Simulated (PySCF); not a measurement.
# Hartree-Fock beside MP2: FH2O2Si

These are calculations, not measurements. The program is PySCF 2.14.0, an open-source quantum chemistry code, run on an isolated molecule that a program drew, which may never have been made. The molecule is FH2O2Si (charge 0, doublet), drawn as the SMILES string `O[Si](O)F`.

The geometry was optimised and harmonic frequencies were computed with HF and MP2, all in the cc-pV(D+d)Z basis, for the commonest isotopes, with a restricted reference for singlets and an unrestricted one otherwise, and a frozen core in MP2. Each result is a local minimum of its method.

Geometry at the HF minimum:
```xyz
6
FH2O2Si, angstrom
O    -0.9482   -0.6350    1.0798
Si   -1.2422   -0.6923   -0.5249
O     0.0276   -1.2295   -1.4036
F    -2.3861   -1.7911   -0.7907
H    -0.9578   -1.4392    1.5822
H     0.8280   -0.7255   -1.4048
```

Lengths of the bonds as drawn, in Å (atoms numbered as above):
| bond | HF | MP2 |
|---|---|---|
| O1-Si2 | 1.632 | 1.658 |
| Si2-O3 | 1.635 | 1.661 |
| Si2-F4 | 1.608 | 1.629 |
| O1-H5 | 0.948 | 0.969 |
| O3-H6 | 0.946 | 0.967 |

Rotational constants, in GHz:
| constant | HF | MP2 |
|---|---|---|
| A | 7.442 | 7.297 |
| B | 7.027 | 6.772 |
| C | 4.008 | 3.881 |

Harmonic frequencies in cm^-1, each column in rising order, so a row needn't be the same motion in every method:
| rank | HF | MP2 |
|---|---|---|
| 1 | 154 | 144 |
| 2 | 196 | 216 |
| 3 | 317 | 297 |
| 4 | 348 | 334 |
| 5 | 412 | 382 |
| 6 | 798 | 755 |
| 7 | 822 | 812 |
| 8 | 882 | 849 |
| 9 | 956 | 921 |
| 10 | 987 | 944 |
| 11 | 4132 | ? |
| 12 | 4173 | 3890 |

**Estimate the missing MP2 frequency from the HF column.**

A single factor s that minimises the squared misfit of MP2 against s times HF over the other rows is sum(HF x MP2) / sum(HF^2) = 0.9382, with an rms misfit of 21 cm^-1. For rank 11 it gives 0.9382 x 4132 = 3877 cm^-1. The calculation gives 3847 cm^-1, 30 cm^-1 below the estimate. The drawn bonds are on average 1.8 % longer in MP2 than in HF.
